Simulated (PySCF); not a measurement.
Be(Et) (C₂H₅Be), SMILES [CH2]([Be+])C, charge +1. Atoms are numbered in the order given.

```xyz
8

Be    -0.6327     1.6935     0.0000
C      0.4377     0.3834     0.0000
C     -0.2019    -1.0115     0.0000
H      1.0633     0.5596    -0.8838
H      1.0633     0.5596     0.8838
H     -0.8090    -1.1892     0.8857
H     -0.8090    -1.1892    -0.8857
H      0.6074    -1.7465     0.0000
```
Charge +1, spin multiplicity 1.

The structure is a stationary point at B3LYP-D3(BJ)/def2-TZVP. The multiplicity is an assumed one; other spin states were not compared. The isomer is the one that the SMILES or the coordinates give; other isomers of the formula were not compared.

Computed with PBE0/def2-TZVPD (PySCF).

Symmetry labels are those of the subgroup Cs that the program uses (full group Cs).

Computed valence orbital energies around the gap with their symmetry:
```tsv
orbital	symmetry	energy (eV)
HOMO−7	A'	-120.17
HOMO−6	A'	-26.27
HOMO−5	A'	-22.35
HOMO−4	A"	-17.62
HOMO−3	A'	-16.82
HOMO−2	A'	-15.79
HOMO−1	A"	-14.89
HOMO	A'	-13.84
LUMO	A'	-9.64
LUMO+1	A'	-6.90
LUMO+2	A"	-6.82
LUMO+3	A'	-3.56
```
